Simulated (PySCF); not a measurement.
## Computed structure and properties of [Ce(H2O)6]4+

System: [Ce(H2O)6]4+ (singlet); start: displaced along the imaginary mode (D2). Method: PySCF 2.14.0, RKS PBE, Ce lcecp-2-SVP with ECP46, O def2-SVP, H def2-SVP; non-relativistic Hamiltonian with scalar-relativistic core potentials where named; density fitting; no spin-orbit coupling.

Input of the relaxation:

```python
mol = gto.M(atom='''
Ce     0.00000    -0.00000    -0.00000
O     -0.00000     0.00000     2.35412
H      0.38470     0.72047     2.98425
H     -0.38470    -0.72047     2.98425
O      0.00000    -0.00000    -2.35412
H      0.38470    -0.72047    -2.98425
H     -0.38470     0.72047    -2.98425
O      2.35075    -0.00000     0.00000
H      2.97724    -0.43422     0.67101
H      2.97724     0.43422    -0.67101
O      0.00000     2.35382    -0.00000
H      0.73256     2.98442     0.36131
H     -0.73256     2.98442    -0.36131
O     -2.35075     0.00000    -0.00000
H     -2.97724     0.43422     0.67101
H     -2.97724    -0.43422    -0.67101
O     -0.00000    -2.35382     0.00000
H     -0.73256    -2.98442     0.36131
H      0.73256    -2.98442    -0.36131''',
    basis={'Ce': 'lcecp-2-SVP', 'O': 'def2-SVP', 'H': 'def2-SVP'},
    ecp={'Ce': 'lcecp-2-SVP'},
    charge=4, spin=0)
mf = dft.RKS(mol, xc='PBE')
mf.grids.atom_grid = (50, 194)  # f atoms: unpruned, at least (60, 302)
mf = mf.density_fit()  # fitting sets: Ce AutoAux, O def2-universal-JKFIT, H def2-universal-JKFIT
mf.conv_tol = 1e-08; mf.max_cycle = 55
mf.kernel(dm0)  # dm0: converged density of the start geometry
# quasi-Newton relaxation in Cartesian coordinates to a largest gradient under 0.00045 Eh/bohr, steps kept in the point group
```

Run from Python with OMP_NUM_THREADS=4; the lines above give its settings. Where DIIS fails, smearing, a level shift and second-order steps follow.
It took 4.2 min on 4 threads of Intel(R) Xeon(R) Processor, on a shared host, from the converged density of the start.

Course of the relaxation:

| step | energy above end (eV) | largest force component within the symmetry (eV/Å) |
| --- | --- | --- |
| 0 | 0.3164 | 1.029 |
| 1 | 0.1166 | 0.065 |
| 2 | 0.1050 | 0.042 |
| 3 | 0.0851 | 0.169 |
| 4 | 0.0767 | 0.417 |
| 5 | 0.0703 | 0.404 |
| 6 | 0.0584 | 0.387 |
| 7 | 0.0422 | 0.390 |
| 13 | 0.0029 | 0.062 |
| 14 | 0.0013 | 0.045 |
| 15 | 0.0007 | 0.026 |
| 16 | 0.0003 | 0.031 |
| 17 | 0.0001 | 0.021 |
| 18 | 0.0000 | 0.014 |
(The steps between are left out.)

Relaxed geometry (nearly Th):

```xyz
19

Ce    0.0000    0.0000    0.0000
O     0.0000    0.0000    2.3485
H     0.0075    0.7811    2.9748
H    -0.0075   -0.7811    2.9748
O     0.0000    0.0000   -2.3485
H     0.0075   -0.7811   -2.9748
H    -0.0075    0.7811   -2.9748
O     2.3483    0.0000    0.0000
H     2.9747   -0.0114    0.7815
H     2.9747    0.0114   -0.7815
O     0.0000    2.3485    0.0000
H     0.7807    2.9747   -0.0205
H    -0.7807    2.9747    0.0205
O    -2.3483    0.0000    0.0000
H    -2.9747    0.0114    0.7815
H    -2.9747   -0.0114   -0.7815
O     0.0000   -2.3485    0.0000
H    -0.7807   -2.9747   -0.0205
H     0.7807   -2.9747    0.0205
```

```json
{"contact": "Ce1–O2 (H2O)", "Å": "2.349"}
{"contact": "Ce1–O5 (H2O)", "Å": "2.349"}
{"contact": "Ce1–O8 (H2O)", "Å": "2.348"}
{"contact": "Ce1–O11 (H2O)", "Å": "2.348"}
{"contact": "Ce1–O14 (H2O)", "Å": "2.348"}
{"contact": "Ce1–O17 (H2O)", "Å": "2.348"}
```

On the finer grid (75, 302):

```yaml
HOMO: not given (4f levels lie in the core)
LUMO: not given (4f levels lie in the core)
Dipole_about_the_centre_of_mass: 0.00 D
Set_of_Mulliken_populations_of_Ce1_outside_the_core_potential: s 2.22, p 6.31, d 1.66, f 0.13
D3_BJ_dispersion_energy_not_in_the_energies: -0.361 eV
```

| atom | Mulliken (e) | Löwdin (e) | spin (e) |
| --- | --- | --- | --- |
| Ce1 | 1.69 | 1.39 | 0.00 |
| O2 | -0.30 | 0.00 | 0.00 |
| H3 | 0.34 | 0.22 | 0.00 |
| H4 | 0.34 | 0.22 | 0.00 |
| O5 | -0.30 | 0.00 | 0.00 |
| H6 | 0.34 | 0.22 | 0.00 |
| H7 | 0.34 | 0.22 | 0.00 |
| O8 | -0.30 | 0.00 | 0.00 |
| H9 | 0.34 | 0.22 | 0.00 |
| H10 | 0.34 | 0.22 | 0.00 |
| O11 | -0.30 | 0.00 | 0.00 |
| H12 | 0.34 | 0.22 | 0.00 |
| H13 | 0.34 | 0.22 | 0.00 |
| O14 | -0.30 | 0.00 | 0.00 |
| H15 | 0.34 | 0.22 | 0.00 |
| H16 | 0.34 | 0.22 | 0.00 |
| O17 | -0.30 | 0.00 | 0.00 |
| H18 | 0.34 | 0.22 | 0.00 |
| H19 | 0.34 | 0.22 | 0.00 |

The large-core potential holds the 4f shell empty.

On the grid (50, 194), as all that follows. Harmonic modes: a minimum within the noise of the softest modes; lowest 56 cm⁻¹ (negative: unstable), highest 3438 cm⁻¹, zero-point energy 3.930 eV.

Taking off one H2O (charge 0, singlet; the rest: singlet) in vacuum, both parts rigid, costs 3.88 eV; the small basis without counterpoise inflates it. Parting with an electron moved from the ligand to the metal can be far cheaper, even downhill.

Rigid scan of H2O along the line from its metal:

(distance to O2 (Å), energy (eV)): (2.05, 0.652), (2.15, 0.248), (2.25, 0.053), (2.35, 0.000), (2.45, 0.039), (2.55, 0.135), (2.75, 0.414)

One start shape was tried, so this needn't be the lowest isomer.
